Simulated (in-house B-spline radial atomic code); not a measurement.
Radial electron density of the fluorine ion F⁺, [He] 2s1 2p4 3s1. Method: non-relativistic PBE0, spin-polarised, spherical fractional occupations, exact exchange averaged over the configuration, point nucleus. Calculated with a radial B-spline atomic code at the basis-set limit.

Columns: r (bohr), 4πr²n(r) (electrons per bohr), bar.

```
  0.0066   0.2148 #
 0.00792    0.302 #
 0.00949   0.4215 ##
  0.0114   0.5877 ###
  0.0136   0.8039 ####
  0.0164    1.112 #####
  0.0196    1.499 #######
  0.0235    2.009 #########
  0.0282    2.659 ############
  0.0338    3.456 ################
  0.0405    4.402 ####################
  0.0486    5.487 #########################
  0.0583    6.647 ##############################
  0.0699    7.783 ####################################
  0.0838    8.761 ########################################
     0.1    9.404 ###########################################
    0.12    9.591 ############################################
   0.144    9.194 ##########################################
   0.173    8.232 ######################################
   0.208    6.896 ################################
   0.249    5.562 ##########################
   0.298    4.564 #####################
   0.358    4.145 ###################
   0.429    4.333 ####################
   0.514    4.854 ######################
   0.617    5.291 ########################
   0.739    5.261 ########################
   0.887    4.616 #####################
    1.06    3.534 ################
    1.27    2.323 ###########
    1.53    1.317 ######
    1.83    0.745 ###
     2.2   0.5033 ##
    2.63   0.4356 ##
    3.16   0.3739 ##
    3.79   0.2618 #
    4.54   0.1403 #
    5.44  0.05548 
    6.53  0.01514 
    7.83 0.002688 
    9.38 0.0002898 
    11.2 1.849e-05
```

On this grid the curve has 2 maxima, near 0.12, 0.617 bohr.

The 2p up radial function P(r) = rR(r), positive near the nucleus:

| r (bohr) | P |
| --- | --- |
| 0.0066 | 0.001048 |
| 0.00949 | 0.002138 |
| 0.0136 | 0.004311 |
| 0.0196 | 0.008717 |
| 0.0282 | 0.01737 |
| 0.0405 | 0.03396 |
| 0.0583 | 0.06517 |
| 0.0838 | 0.1209 |
| 0.12 | 0.2137 |
| 0.173 | 0.3605 |
| 0.249 | 0.5614 |
| 0.358 | 0.7897 |
| 0.514 | 0.9736 |
| 0.739 | 1.006 |
| 1.06 | 0.8245 |
| 1.53 | 0.4937 |
| 2.2 | 0.1987 |
| 3.16 | 0.04781 |
| 4.54 | 0.005487 |
